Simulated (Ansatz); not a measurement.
| atom | x (Å) | y (Å) | z (Å) |
| --- | --- | --- | --- |
| C | 0.0209 | 0.0062 | -0.7137 |
| C | -0.0247 | 0.0289 | 0.6400 |
| C | -0.0029 | 1.1801 | -1.5065 |
| C | 0.0360 | -1.2361 | 1.4942 |
| H | -0.0209 | -0.9732 | -1.1501 |
| H | 0.0053 | 0.9537 | 1.1447 |
| H | 0.0182 | 2.1851 | -0.9498 |
| H | 0.9290 | 1.2483 | -2.2077 |
| H | -0.9126 | 1.2807 | -2.2160 |
| H | 0.0024 | -2.1623 | 0.8772 |
| H | 0.8624 | -1.2060 | 2.1889 |
| H | -0.9014 | -1.2059 | 2.1972 |

Basis set: 6-31G (spherical functions). Frozen core: 4 orbitals. Charge 0, multiplicity 1.

Computed with Ansatz (development build ahead of 0.2.0); each method stands on the lowest determinant of its kind that the runs found. Restricted open shells among the atoms or ions are ROHF, correlated in semicanonical orbitals with singles.

The atomization energy at this shape (free ground-state atoms in the same class of orbitals less the molecule, no zero-point energy) of singlet C₄H₈:

```tsv
method	atomization energy
RHF	36.27 eV
```

(1) What does RHF-MP2 give?

Answers

(1) 43.62 eV.

This basis has no polarisation functions and is too small for such energies, which can lie far from measured ones in either direction.
